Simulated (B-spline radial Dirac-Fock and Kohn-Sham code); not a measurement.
# Dipole and non-dipole photoemission parameters of Co 3s

System: atomic cobalt, [Ar] 3d7 4s2; threshold 101.0 eV (tabulated edge). The computed values come from a radial B-spline solver: Dirac-Hartree-Slater photoionisation with a Latter tail; cross sections with all multipoles, angular parameters from the dipole term and its interference with E2.

For linearly polarised light dσ/dΩ = σ/(4π) [1 + β P₂(cos θ) + (δ + γ cos²θ) sin θ cos φ], with θ from the polarisation vector and φ the angle between the beam and the projection of the electron momentum on the plane normal to the polarisation.

```
hν (eV)  σ (kb)      β       γ
    112     286  1.996   0.036
    115     283  1.996   0.059
    130     273  1.997   0.153
    150     263  1.998   0.219
    209     210  1.999   0.261
    349     119  1.999   0.163
    416    93.5  1.999   0.113
    657    47.2  1.999  -0.009
    759    37.3  1.999  -0.035
    796    34.4  1.999  -0.042
    822    32.6  1.999  -0.046
    929    26.4  1.999  -0.057
   1030       ?      ?       ?
 1253.6    15.3  1.999  -0.048
   1360    13.2  1.999  -0.037
   2520    3.87  1.999   0.190
 2984.4    2.71  1.999   0.294
   3580    1.84  1.999   0.428
   4000    1.44  1.999   0.520
   6740   0.435  1.999   1.049
 8047.8   0.284  1.999   1.266
  12000   0.105  1.999   1.827
  13000  0.0855  1.999   1.951
  14100  0.0692  1.998   2.081
  15000  0.0589  1.998   2.184
```

Question: Give the values at 1030 eV.

Answer: σ = 22.0 kb, β = 1.999, γ = -0.060. For an s subshell δ is negligible.
